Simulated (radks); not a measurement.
Results of a calculation; reference values are marked as such.
Hf31+, 41 electrons, occupied as [Kr] 4d5. Code: a radial shooting solver on a logarithmic mesh with Libxc functionals. Model: scalar-relativistic Kohn-Sham, LB94 model potential, spin-polarised, spherical densities, finite nucleus; open shells are filled with parallel spins first (spin-orbit coupling, left out, can overturn this in heavy ions); Fermi nuclear charge, rms radius 5.347 fm.

Normalised radial functions P(r) = r R(r), r in bohr:

r,4s down
0.001277,0.1901
0.001624,0.2266
0.002081,0.2692
0.002645,0.3147
0.003362,0.3625
0.004309,0.4112
0.005477,0.4525
0.006963,0.4800
0.008923,0.4826
0.01134,0.4457
0.01442,0.3549
0.01848,0.1912
0.02349,-0.0365
0.02986,-0.3120
0.03827,-0.5887
0.04865,-0.7526
0.06185,-0.6985
0.07925,-0.3300
0.1007,0.2796
0.1291,0.9061
0.1641,1.1069
0.2086,0.6130
0.2674,-0.4907
0.3399,-1.5050
0.4321,-1.8246
0.5537,-1.3584
0.7039,-0.6548
0.8948,-0.1932
1.147,-0.0294
1.458,-0.0022

4s down: eigenvalue -1576.4 eV, 3 radial nodes at r = 0.0227, 0.0909, 0.242 bohr, <r> = 0.432 bohr, 90 % of the charge inside 0.613 bohr.
